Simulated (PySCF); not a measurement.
Al(Cl)(Br)(NH2) (AlBrClH2N), SMILES [Cl][Al]([Br])[NH2].

Coordinates come from a TPSSh-D3(BJ)/def2-SVP optimisation. The values are those of a single conformer.

Level of theory: IEF-PCM-PBE0/def2-SVP in PySCF.

The values are the electrostatic part of the solvation free energy, E(continuum) − E(gas) at the gas-phase geometry, in a cavity of scaled van der Waals radii (PySCF's table); cavitation and dispersion terms are not included. A continuum can't describe solvent molecules that bind to the metal. In vacuum the orbital gap is 7.27 eV. The dipole moment in vacuum is 2.55 D.

Computed values in water (ε = 78.36), N,N-dimethylformamide (ε = 37.22), diethylether (ε = 4.24):
```
solvent                    ε  ΔG(elec) (kcal/mol)  dipole (D)  gap (eV)
---------------------  -----  -------------------  ----------  --------
water                  78.36                 -5.5        3.16      7.19
N,N-dimethylformamide  37.22                 -5.4        3.15      7.20
diethylether            4.24                 -3.8        2.97      7.21
```
